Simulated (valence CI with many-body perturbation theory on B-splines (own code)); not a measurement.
# Bi⁺: what each term of the Hamiltonian does

Computed by configuration interaction combined with many-body perturbation theory (CI+MBPT): four valence electrons over a frozen Dirac-Fock core [Xe] 4f14 5d10, a basis of 11 s, 11 p, 9 d, 7 f, 5 g, 2 h, 1 i functions for each j, with the one-electron correlation potential Σ1, the two-electron term Σ2, the three-electron term Σ3, Breit, model QED; selected CI, second order for the rest, scaled by the run's own slope (own B-spline code, finite nucleus).

Set against measurement, 25 paired levels are off by 192 cm⁻¹ on average, the worst by 582. These come from a selection out of the NIST Handbook of Basic Atomic Spectroscopic Data. Levels without a partner in it may be off by more. Among the levels kept, up to 260 cm⁻¹ of a level comes from second order outside the variational space, and about a tenth of that is noise between levels of different J, which matters for small intervals.

Each rung adds one term. CI alone is the Dirac-Coulomb CI over the frozen core; QED comes last and gives the full result, which names the levels. Energies are above (6s^2 6p1/2^2) J=0 on the same rung, in eV. A blank means that the level has no clear partner on that rung.

Levels are named by their leading jj configuration (3d3/2^4 stands for four electrons in 3d with j = 3/2), which in mixed levels can hold well under half, so a name can repeat and another be missing.

| Level | CI alone |
| --- | --- |
| (6s^2 6p1/2 6p3/2) J=1 | 1.453 |
| (6s^2 6p1/2 6p3/2) J=2 | 1.904 |
| (6s^2 6p3/2^2) J=2 | 3.789 |
| (6s^2 6p3/2^2) J=0 | 5.062 |
| (6s^2 6p1/2 7s) J=0 | 8.060 |
| (6s^2 6p1/2 7s) J=1 | 8.122 |
| (6s 6p1/2^2 6p3/2) J=2 | 8.374 |
| (6s^2 6p1/2 6d3/2) J=2 | 9.076 |
| (6s^2 6p1/2 6d3/2) J=1 | 9.210 |
| (6s^2 6p1/2 6d5/2) J=2 | 9.314 |
| (6s^2 6p1/2 6d5/2) J=3 | 9.484 |
| (6s^2 6p1/2 7p1/2) J=1 | 9.871 |
| (6s^2 6p1/2 7p1/2) J=0 | 10.243 |
| (6s^2 6p1/2 7p3/2) J=1 | 10.391 |
| (6s^2 6p1/2 7p3/2) J=2 | 10.420 |
| (6s^2 6p3/2 7s) J=2 | 10.269 |

**Question.** What do these energies become with core correlation, Breit and QED?

**Answer.** (6s^2 6p1/2 6p3/2) J=1 1.692 (+0.2391); (6s^2 6p1/2 6p3/2) J=2 2.141 (+0.2373); (6s^2 6p3/2^2) J=2 4.267 (+0.4771); (6s^2 6p3/2^2) J=0 5.510 (+0.4479); (6s^2 6p1/2 7s) J=0 8.605 (+0.5451); (6s^2 6p1/2 7s) J=1 8.664 (+0.5427); (6s 6p1/2^2 6p3/2) J=2 9.416 (+1.041); (6s^2 6p1/2 6d3/2) J=2 9.826 (+0.7498); (6s^2 6p1/2 6d3/2) J=1 10.010 (+0.8004); (6s^2 6p1/2 6d5/2) J=2 10.188 (+0.8744); (6s^2 6p1/2 6d5/2) J=3 10.221 (+0.7366); (6s^2 6p1/2 7p1/2) J=1 10.450 (+0.5797); (6s^2 6p1/2 7p1/2) J=0 10.806 (+0.5626); (6s^2 6p1/2 7p3/2) J=1 10.982 (+0.5910); (6s^2 6p1/2 7p3/2) J=2 11.008 (+0.5883); (6s^2 6p3/2 7s) J=2 11.078 (+0.8093).

**Question.** How does the ionisation energy move along the ladder, and which term matters most?

**Answer.** CI alone 16.020, + Σ1 16.974, + Σ2 16.668, + Σ3 16.697, + Breit 16.670, + QED 16.676 eV. The largest step is Σ1, 0.955 eV. NIST lists 16.703 ± 0.004 eV (measured).
